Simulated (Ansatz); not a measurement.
Gas-phase reaction in SMILES: [Na][F] -> [F][Na] as doublet, charge +1 + e-

Wanted: adiabatic ionisation energy (0 K, with zero-point energies), in eV. Terms: 6-311+G** with 5d, 6d on Na to Ar in Ansatz (an electronic-structure program); no spin-orbit coupling; non-relativistic; valence correlation only; UHF or UKS for open shells; LANL2DZ with its own core potentials from Na on; six Cartesian d functions in 6-31G* and its kin unless marked 5d. First-principles rows: single points at B3LYP-D3(BJ) geometries (Ansatz), with unscaled harmonic terms from B3LYP/6-31G* at its own minima. The spin state of an ion or metal species was assumed, not searched.

```tsv
level	program	adiabatic ionisation energy (0 K, with zero-point energies) (eV)
HF/LANL2DZ	Ansatz	7.41
PBE/STO-3G	Ansatz	3.79
B3LYP/STO-3G	Ansatz	3.59
B3LYP/6-31G	Ansatz	9.15
B3LYP/6-31G*	Ansatz	9.39
B3LYP/cc-pVDZ	Ansatz	9.59
MP2/6-311+G**	Ansatz	9.61
r2SCAN-D4/def2-TZVPD	Ansatz + dftd4	9.79
PBE0/def2-TZVPD	Ansatz	9.74
wB97X-V/def2-TZVPD	Ansatz	9.83
```

No value to compare with is used here. The 7 habitual levels span 3.59 (B3LYP/STO-3G) to 9.61 eV (MP2/6-311+G**); wB97X-V/def2-TZVPD gives 9.83.

The levels are drawn from those run, B3LYP/6-31G* more often than the rest, none by its result; runs whose electronic state is in doubt are left out.
